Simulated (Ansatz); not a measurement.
Reaction (substitution at a C–Sn bond): `[CH3][Sn]([SH])([Cl])[Cl]` + `N[SiH](O)Br` → `CN[SiH](O)Br` + `[SH][SnH]([Cl])[Cl]`

Computed with Ansatz on PBE0-D4/def2-TZVP structures; ΔE is electronic, products minus reactants. CBS: MP2 limit from def2 TZ/QZ plus the TZ coupled-cluster correction, frozen cores. DFT in def2-TZVPP. def2 core potentials past Kr. For Br, Sn outer-core shells are correlated without core-valence functions, which leaves a few kJ/mol of doubt a bond. Scalar relativity is left out up to krypton. Each species was taken in one conformer, which may not be the lowest.

`[CH3][Sn]([SH])([Cl])[Cl]`:

```xyz
9

C     0.818   -1.238   -0.598
Sn   -0.068    0.489    0.246
S    -2.445    0.482    0.165
Cl    0.607    0.749    2.453
Cl    0.711    2.401   -0.819
H     0.473   -2.116   -0.053
H     1.899   -1.144   -0.510
H     0.531   -1.307   -1.646
H    -2.526    1.684    0.761
```

`N[SiH](O)Br`:

```xyz
8

N     0.932    0.432   -0.648
Si   -0.134   -0.317    0.443
O    -1.449    0.608    0.721
Br   -0.642   -2.259   -0.521
H     1.471   -0.111   -1.301
H     1.358    1.320   -0.439
H     0.375   -0.617    1.794
H    -1.912    0.944   -0.049
```

`CN[SiH](O)Br`:

```xyz
11

C     0.033   -1.303    0.814
N     0.181    0.140    0.765
Si   -0.216    1.096   -0.580
O     0.636    0.643   -1.902
Br   -2.324    0.884   -1.261
H    -0.951   -1.617    1.176
H     0.163   -1.716   -0.188
H     0.798   -1.750    1.454
H     0.113    0.585    1.668
H    -0.013    2.505   -0.180
H     1.580    0.534   -1.766
```

`[SH][SnH]([Cl])[Cl]`:

```xyz
6

S    -1.681    0.939   -0.273
Sn    0.233   -0.438    0.014
Cl    1.936    0.835    0.934
Cl   -0.384   -2.042    1.555
H    -0.956    1.908   -0.862
H     0.852   -1.203   -1.369
```

| species | r2SCAN-D4 energy (Eh) |
| --- | --- |
| `[CH3][Sn]([SH])([Cl])[Cl]` | -1573.57081 |
| `N[SiH](O)Br` | -2996.13512 |
| `CN[SiH](O)Br` | -3035.42300 |
| `[SH][SnH]([Cl])[Cl]` | -1534.24910 |

Q: Work out ΔE.

A: ΔE = (-3035.42300) + (-1534.24910) − (-1573.57081) − (-2996.13512) = 0.03383 Eh = +0.92 eV. CCSD(T)/CBS gives +0.96 eV.

Largest T1 diagnostic among the species: 0.011.

In def2-TZVPP, CCSD(T) changes the Hartree–Fock value by +0.11 eV (the triples alone add +0.02 eV) and MP2 by +0.20 eV.
